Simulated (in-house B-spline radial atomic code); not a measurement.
# Removing one electron from the bromine ion Br²⁵⁺

Closed shell [He] 2s2 2p6. Computed with an all-electron radial atomic-structure program (B-spline basis): Koopmans values of Dirac-Hartree-Fock plus a diagonal self-energy, in second order or with its direct term screened (direct RPA, with the hole-particle interaction, or full time-dependent Hartree-Fock), linearised in energy; no-pair Dirac-Coulomb Hamiltonian, finite nucleus. Shifts add to the Koopmans value (the ΔSCF shift is orbital relaxation alone); the final value takes TDHF screening with Breit and QED.

Command:
```bash
python run_mb.py task.json out
```
Settings (nuclear radius in fm, box in bohr, cutoff in hartree):
```
basis_form          2
Z                   35
core_configuration  [He] 2s2 2p6
rms_radius          4.1629
mass_number         79
speed_of_light      137.036
box_radius          4.034
lmax                7
intervals           59
virtual_cutoff      4900.0
```

Cost of the run: 2.9 s on 1 thread of Intel(R) Xeon(R) Platinum 8488C (shared host).

Energies in eV:

```
subshell  Koopmans  ΔSCF shift  second order  direct RPA  hole-particle    TDHF  Breit + QED    final
   2p3/2   2732.56      -3.038             ?           ?              ?       ?            ?        ?
   2p1/2   2782.41      -3.241        -1.778      -1.328         -1.583  -1.623       -2.854  2777.93
   2s1/2   2957.80      -2.167        -2.940      -2.374         -2.701  -2.749       -2.923  2952.13
```

Question: What does the self-energy do to 2p3/2?

Answer: It shifts the removal energy by -1.597 eV in second order, -1.183 with direct RPA, -1.421 with the hole-particle term and -1.457 with TDHF screening (quasi-particle weight 0.998); Breit and QED add -1.984 eV. The final value is 2729.12 eV, against 2731.4 ± 1.5 eV (NIST, semi-empirical).
